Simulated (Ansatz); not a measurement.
Basis-set series for C3H7FOZn, SMILES `CC(C)[O][Zn][F]`. The species carries charge 0 and has multiplicity 1. The geometry is a stationary point of PBE0-D4/def2-TZVP. It is one conformer, not always the lowest.

```
functional       basis  functions  energy (Eh)  HOMO (eV)  LUMO (eV)
   PBE0-D4  def2-TZVPP        317  -2072.60016      -7.78      -1.18
   PBE0-D4  def2-QZVPP        595  -2072.66338      -7.78      -1.20
   ωB97M-V  def2-TZVPP        317  -2072.95478     -10.19       0.54
   ωB97M-V  def2-QZVPP        595  -2073.01584     -10.19       0.28
```

Give the rows for def2-SVP. (An estimate is asked.)

The calculation gave: 
| functional | basis | functions | energy (Eh) | HOMO (eV) | LUMO (eV) |
| --- | --- | --- | --- | --- | --- |
| PBE0-D4 | def2-SVP | 136 | -2071.99422 | -7.49 | -0.91 |
| ωB97M-V | def2-SVP | 136 | -2072.33495 | -9.87 | 0.70 |

Positive LUMOs are unbound and depend on the basis. Scalar relativity is left out up to krypton.

Results of the Gaussian-basis code of Ansatz.
